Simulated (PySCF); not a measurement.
Species: C₉H₁₀P (charge +1).
SMILES: `CC1=Cc2ccccc2[PH2+]1`

Level: PBE0/pcSseg-1 in PySCF, non-relativistic, on one gas-phase PBE0-D3(BJ)/def2-SVP geometry that isn't relaxed in the solvent. The solvent is an IEF-PCM continuum (Bondi radii, 1.10 Å for H, scaled by 1.2). Specific hydrogen bonds and non-electrostatic terms are outside this model.

```
run  E − E(gas) (kcal/mol)  HOMO (eV)  HOMO–LUMO gap (eV)
gas                   0.00     -11.07                4.72
  P                 -46.50      -7.76                4.88
  Q                 -51.52      -7.45                4.90
```

**Question.** The runs were made in acetone and tetrahydrofuran. Which run belongs to which solvent?

**Answer.** P = tetrahydrofuran, Q = acetone. The dielectric constants are 7.426 (tetrahydrofuran), 20.49 (acetone), and the energy falls further as ε rises. In this model the ground state sees the solvent through ε alone.

**Question.** How constant is the ratio of the lowering to 1 − 1/ε?

**Answer.** 
| solvent | 1 − 1/ε | E − E(gas) (kcal/mol) | ratio (kcal/mol) | polarisation term (kcal/mol) |
| --- | --- | --- | --- | --- |
| tetrahydrofuran | 0.865 | -46.50 | -53.7 | -48.03 |
| acetone | 0.951 | -51.52 | -54.2 | -53.66 |

The ratio changes by +0.8 % in size from tetrahydrofuran to acetone. The polarisation term is half the interaction of the solute with the induced surface charges.
